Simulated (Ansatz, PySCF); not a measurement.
The Ansatz (a first-principles code) input:
Ansatz 0.2 input:
```yaml
crystal:
  periodic: [false, false, false]
  atoms:
    - {symbol: F, position_ang: [-1.24683535, 0.25242514, 0.11009263]}
    - {symbol: B, position_ang: [0.20092821, -0.49119948, -0.30936392]}
    - {symbol: O, position_ang: [1.27710964, 0.02302140, 0.06949823]}
basis:
  gaussian:
    orbitals: cc-pVDZ
total_charge: -1
magnetization: {spin_polarized: true, initial_magnetization: 1}
correlation: {method: mp2, electrons: outside_noble_gas}
accuracy: high
```

Question: Convert this to an input for PySCF.

Answer: This is not unique; one that fits is 
```python
from pyscf import gto, scf, mp

mol = gto.M(
    atom='''
F    -1.246835    0.252425    0.110093
B     0.200928   -0.491199   -0.309364
O     1.277110    0.023021    0.069498
''',
    basis='cc-pvdz',
    charge=-1,
    spin=1,
    verbose=4,
)

mf = scf.UHF(mol)
mf.kernel()

pt = mp.MP2(mf, frozen=3)
pt.kernel()
print('E(MP2) = %.10f' % pt.e_tot)
```

Both were run: Ansatz gave -199.469127 Eh and PySCF -199.469127 Eh, 0.000 mEh apart.
